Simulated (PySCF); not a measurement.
A species of formula C4H12O2SSi2 has this rotational fingerprint, computed with PBE0/pcSseg-1 in PySCF (dipole) on a GFN2-xTB geometry, gas phase:

```
Rotational constants : A = 1946, B = 517.6, C = 477.9 MHz
Dipole components    : |μa| = 1.13 D, |μb| = 0.39 D, |μc| = 0.70 D
Inertial defect      : -178.64 u·Å²
κ                    : -0.95
```

Question: Which candidate fits, each taken in the one conformer that was computed?
A. `[CH3:1][CH:2]([CH3:3])[O:4][C:5](=[O:6])[SiH2:7][S:8][SiH3:9]` with C1–C2–O4–C5 -157°, C2–O4–C5–O6 1°, O4–C5–Si7–S8 175°, C5–Si7–S8–Si9 7°
B. `[CH3:1][S:2](=[O:3])(=[O:4])[CH:5]1[CH2:6][SiH2:7][SiH2:8][CH2:9]1` with C1–S2–C5–C6 57°, S2–C5–C6–Si7 65°, C5–C6–Si7–Si8 27°, C6–Si7–Si8–C9 -2°, Si7–Si8–C9–C5 -22°
C. `[CH2:1]=[C:2]([O:3][CH3:4])[Si@@H:5]([O:6][SiH3:7])[S:8][CH3:9]` with C1–C2–O3–C4 -1°, C1–C2–Si5–O6 -55°, C2–Si5–O6–Si7 51°, C2–Si5–S8–C9 -165°
D. `[CH3:1][S:2][Si@@H:3]([OH:4])[O:5][C@@H:6]1[SiH2:7][C@H:8]1[CH3:9]` with C1–S2–Si3–O4 -167°, S2–Si3–O4–H -39°, S2–Si3–O5–C6 -164°, Si3–O5–C6–Si7 56°
E. `[CH3:1][SiH2:2][CH2:3][S:4][Si@@H:5]([OH:6])[C:7]([CH3:8])=[O:9]` with C1–Si2–C3–S4 65°, Si2–C3–S4–Si5 -172°, C3–S4–Si5–O6 55°, S4–Si5–O6–H 132°, S4–Si5–C7–C8 45°
F. `[CH3:1][O:2][Si@@H:3]([OH:4])/[CH:5]=[CH:6]\[SiH2:7][S:8][CH3:9]` with C1–O2–Si3–O4 180°, O2–Si3–O4–H -31°, O2–Si3–C5–C6 -128°, C5–C6–Si7–S8 -170°, C6–Si7–S8–C9 178°

Answer: D. It is CS[Si@@H](O)O[C@@H]1[SiH2][C@H]1C, a near-prolate asymmetric top, point group C1. The candidates at the same level (rigid rotor, commonest isotopes):

```csv
SMILES,A (MHz),B (MHz),C (MHz),μa (D),μb (D),μc (D),Δ (u·Å²),point group,rotor
C=C(OC)[Si@@H](O[SiH3])SC,1207,655.0,486.6,0.58,1.49,0.26,-151.66,C1,asymmetric top
CC(C)OC(=O)[SiH2]S[SiH3],1952,499.5,427.3,4.21,0.11,0.21,-88.06,C1,near-prolate asymmetric top
CS(=O)(=O)C1C[SiH2][SiH2]C1,1635,921.0,795.8,0.90,2.73,2.95,-222.74,C1,asymmetric top
CO[Si@@H](O)/C=C\[SiH2]SC,3277,371.1,344.4,3.63,1.10,0.03,-48.54,C1,near-prolate asymmetric top
CS[Si@@H](O)O[C@@H]1[SiH2][C@H]1C,1946,517.6,477.9,1.13,0.39,0.70,-178.64,C1,near-prolate asymmetric top
C[SiH2]CS[Si@@H](O)C(C)=O,2111,417.3,392.5,0.64,0.41,0.67,-163.00,C1,near-prolate asymmetric top
```

`C[SiH2]CS[Si@@H](O)C(C)=O` has B 19 % too low; `CC(C)OC(=O)[SiH2]S[SiH3]` has C 11 % too low; `CS(=O)(=O)C1C[SiH2][SiH2]C1` has B 78 % too high; `C=C(OC)[Si@@H](O[SiH3])SC` has A 38 % too low; `CO[Si@@H](O)/C=C\[SiH2]SC` has A 68 % too high. No structure here is proved a minimum.
